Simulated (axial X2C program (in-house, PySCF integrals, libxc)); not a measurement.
**Nuclear properties of GaTe⁻**

Computed with an axial X2C code built on PySCF integrals: two-component X2C with atomic mean-field Coulomb and Gaunt terms, Gaussian nuclei, basis Te dyall-acv3z, Ga dyall-acv3z with contracted cores.

R = 2.485 Å (near the PBE0 minimum at charge -1 of the determinant lowest at the starting distance; the state shown can have its own minimum elsewhere).

Determinant lowest in the PBE0 search, Ω = 0 (closed shell), highest spinor 45% Te p, 34% Ga p, 12% Ga s:

```csv
level,qzz Te (a.u.),qzz Ga (a.u.)
PBE0,0.18,-2.63
HF,0.43,-3.05
r2SCAN,0.04,-2.58
B3LYP,0.10,-2.58
BP86,-0.03,-2.42
```

qzz is the electric field gradient, eQq0 = 234.96 MHz × Q/barn × qzz. The operators were transformed with the bare-nucleus X2C matrices; with these basis sets, hyperfine constants and field gradients can be off by tens of per cent, and where levels differ in sign neither size nor sign is settled.

Question: With Q(69Ga) = 0.171 barn (Q from Pyykkö, Mol. Phys. 2018), turn the PBE0 values of the first state into constants in MHz.

Answer: eQq0(69Ga) = 234.96 × (0.171) × (-2.63) = -106 MHz.

Each state is one determinant with collinear spin. For an anion, determinants above electron detachment, or with a positive highest level, are held by the basis set. The search compared states at one distance, so a state with another bond length can lie lower. Further determinants of the search, some of them spin-mixed, are not shown. Where a field gradient or hyperfine factor spreads by more than a factor of two over the levels, a constant derived from it is not to be relied on.
